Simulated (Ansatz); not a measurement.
A run of Ansatz (development build ahead of 0.2.0) on singlet BF₃ at this shape:

```xyz
4

B     0.0136   -0.0481   -0.0022
F     1.2932    0.0440   -0.0166
F    -0.6680    1.1296   -0.0481
F    -0.6646   -1.1204    0.0469
```

Its results:

```json
{
  "Converged": "yes",
  "Total energy": "-323.32162 hartree",
  "Spin squared of the determinant": "0.000"
}
```

Q: Which input gives this output? Name the method, the orbitals and the basis set, and write the input.

A: RHF in cc-pVTZ. An unrestricted run that stays on the closed shell gives the same numbers.

```yaml
crystal:
  periodic: [false, false, false]
  atoms:
    - { symbol: B, position_ang: [0.01361, -0.04806, -0.00217] }
    - { symbol: F, position_ang: [1.29324, 0.04395, -0.01659] }
    - { symbol: F, position_ang: [-0.66801, 1.12964, -0.04805] }
    - { symbol: F, position_ang: [-0.66461, -1.12043, 0.04695] }
basis:
  gaussian: { orbitals: cc-pVTZ }
hamiltonian:
  xc: hf
```
